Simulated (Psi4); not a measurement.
C₄H₆Cl₂N₂Pd, singlet, at a GFN2-xTB geometry (such geometries of metal compounds can be far from the true shape) (all electrons, no relativity); HF/3-21G in Psi4.

Input for Psi4:
```
memory 2 GB

molecule {
0 1
Pd    0.00017962   -0.00005510   -0.00033344
Cl    2.11649352   -0.89174405   -0.04805948
Cl   -2.11625987    0.89156516    0.05171856
C     1.70141197    4.09531329    0.01423562
C     1.15768074    2.77438347    0.00979306
N     0.71893851    1.71143812    0.00669387
H     2.18207314    4.29497497   -0.94343071
H     2.43887531    4.18367216    0.81195712
H     0.90197081    4.81832869    0.17627074
C    -1.70307113   -4.09460233   -0.01623726
C    -1.15764434   -2.77437072   -0.01252007
N    -0.71862667   -1.71154519   -0.00797877
H    -2.60254341   -4.11968066    0.59888922
H    -0.96861817   -4.79376175    0.38357361
H    -1.95643841   -4.38155086   -1.03675983
}

set {
  basis 3-21g
  scf_type pk
  scf_initial_accelerator ediis
}

energy('scf')
print_variables()
```

What the program printed (banner, timings and long lists left out):

```
   => Loading Basis Set <=

    Name: 3-21G
    Role: ORBITAL
    Keyword: BASIS

         ---------------------------------------------------------
                                   SCF
               by Justin Turney, Rob Parrish, Andy Simmonett
                          and Daniel G. A. Smith
                              RHF Reference
         ---------------------------------------------------------

  ==> Geometry <==

    Molecular point group: c1
    Full point group: C1

    Geometry (in Angstrom), charge = 0, multiplicity = 1:

       Center              X                  Y                   Z               Mass
    ------------   -----------------  -----------------  -----------------  -----------------
         PD           0.000151045899    -0.000043825669    -0.000365743300   105.903480400000
         CL           2.116464945899    -0.891732775669    -0.048091783300    34.968852682000
         CL          -2.116288444101     0.891576434331     0.051686256700    34.968852682000
         C            1.701383395899     4.095324564331     0.014203316700    12.000000000000
         C            1.157652165899     2.774394744331     0.009760756700    12.000000000000
         N            0.718909935899     1.711449394331     0.006661566700    14.003074004430
         H            2.182044565899     4.294986244331    -0.943463013300     1.007825032230
         H            2.438846735899     4.183683434331     0.811924816700     1.007825032230
         H            0.901942235899     4.818339964331     0.176238436700     1.007825032230
         C           -1.703099704101    -4.094591055669    -0.016269563300    12.000000000000
         C           -1.157672914101    -2.774359445669    -0.012552373300    12.000000000000
         N           -0.718655244101    -1.711533915669    -0.008011073300    14.003074004430
         H           -2.602571984101    -4.119669385669     0.598856916700     1.007825032230
         H           -0.968646744101    -4.793750475669     0.383541306700     1.007825032230
         H           -1.956466984101    -4.381539585669    -1.036792133300     1.007825032230

  Running in c1 symmetry.

  Rotational constants: A =      0.04491  B =      0.01817  C =      0.01300 [cm^-1]
  Rotational constants: A =   1346.23132  B =    544.65530  C =    389.67586 [MHz]
  Nuclear repulsion = 1135.632853446074932

  Charge       = 0
  Multiplicity = 1
  Electrons    = 124
  Nalpha       = 62
  Nbeta        = 62

  ==> Algorithm <==

  SCF Algorithm Type is PK.
  DIIS enabled.
  MOM disabled.
  Fractional occupation disabled.
  Guess Type is SAD.
  Energy threshold   = 1.00e-06
  Density threshold  = 1.00e-06
  Integral threshold = 1.00e-12

  ==> Primary Basis <==

  Basis Set: 3-21G
    Blend: 3-21G
    Number of shells: 70
    Number of basis functions: 131
    Number of Cartesian functions: 131
    Spherical Harmonics?: false
    Max angular momentum: 2

  ==> Integral Setup <==

  Using in-core PK algorithm.
   Calculation information:
      Number of atoms:                  15
      Number of AO shells:              70
      Number of primitives:            135
      Number of atomic orbitals:       131
      Number of basis functions:       131

      Integral cutoff                 1.00e-12
      Number of threads:                 1

  Performing in-core PK
  Using 74761962 doubles for integral storage.
  We computed 1380602 shell quartets total.
  Whereas there are 3088855 unique shell quartets.

  ==> DiskJK: Disk-Based J/K Matrices <==

    J tasked:                  Yes
    K tasked:                  Yes
    wK tasked:                  No
    Schwarz Cutoff:          1E-12

  Minimum eigenvalue in the overlap matrix is 1.2700495074E-03.
  Reciprocal condition number of the overlap matrix is 2.4488018524E-04.
    Using symmetric orthogonalization.

  ==> Pre-Iterations <==

  SCF Guess: Superposition of Atomic Densities via on-the-fly atomic UHF (no occupation information).

   -------------------------
    Irrep   Nso     Nmo
   -------------------------
     A        131     131
   -------------------------
    Total     131     131
   -------------------------

  ==> Iterations <==

                        Total Energy        Delta E     RMS |[F,P]|

   @RHF iter SAD: -6088.51268097139655   -6.08851e+03   0.00000e+00
   @RHF iter   1: -6089.25563945956947   -7.42958e-01   1.83493e-02 DIIS/EDIIS
   @RHF iter   2: -6069.09477920970130    2.01609e+01   3.54259e-02 DIIS/EDIIS
   @RHF iter   3: -6092.05329063399677   -2.29585e+01   2.90282e-03 DIIS/EDIIS
   @RHF iter   4: -6092.17435476317405   -1.21064e-01   1.07231e-03 DIIS/EDIIS
   @RHF iter   5: -6092.18730287285325   -1.29481e-02   6.18904e-04 DIIS/EDIIS
   @RHF iter   6: -6092.19110856367388   -3.80569e-03   1.90112e-04 DIIS/EDIIS
   @RHF iter   7: -6092.19196812794053   -8.59564e-04   7.97416e-05 DIIS
   @RHF iter   8: -6092.19215343108590   -1.85303e-04   2.80862e-05 DIIS
   @RHF iter   9: -6092.19220316407882   -4.97330e-05   1.82422e-05 DIIS
   @RHF iter  10: -6092.19223334197522   -3.01779e-05   6.44944e-06 DIIS
   @RHF iter  11: -6092.19223646879072   -3.12682e-06   3.00437e-06 DIIS
   @RHF iter  12: -6092.19223668811173   -2.19321e-07   9.26322e-07 DIIS
  Energy and wave function converged.

  ==> Post-Iterations <==

    Orbital Energies [Eh]
    ---------------------

    Doubly Occupied:

[...]
    Virtual:

[...]
    Final Occupation by Irrep:
              A
    DOCC [    62 ]
    NA   [    62 ]
    NB   [    62 ]

  @RHF Final Energy: -6092.19223668811173

   => Energetics <=

    Nuclear Repulsion Energy =           1135.6328534460749324
    One-Electron Energy =              -10682.0721954710134014
    Two-Electron Energy =                3454.2471053368262801
    Total Energy =                      -6092.1922366881117341

Computation Completed

Properties will be evaluated at   0.000000,   0.000000,   0.000000 [a0]

Properties computed using the SCF density matrix

 Multipole Moments:

 ------------------------------------------------------------------------------------
     Multipole            Electronic (a.u.)      Nuclear  (a.u.)        Total (a.u.)
 ------------------------------------------------------------------------------------

 L = 1.  Multiply by 2.5417464519 to convert [e a0] to [Debye]
 Dipole X            :          0.0061787           -0.0066954           -0.0005166
 Dipole Y            :         -0.0023483            0.0026411            0.0002928
 Dipole Z            :          0.0010102           -0.0075694           -0.0065592
 Magnitude           :                                                    0.0065860

 ------------------------------------------------------------------------------------

  Variable Map:
  ----------------------------------------------------------------------------
[...]
  Array Variable Map:
  ----------------------------------------------------------------------------
[...]
[...]
```
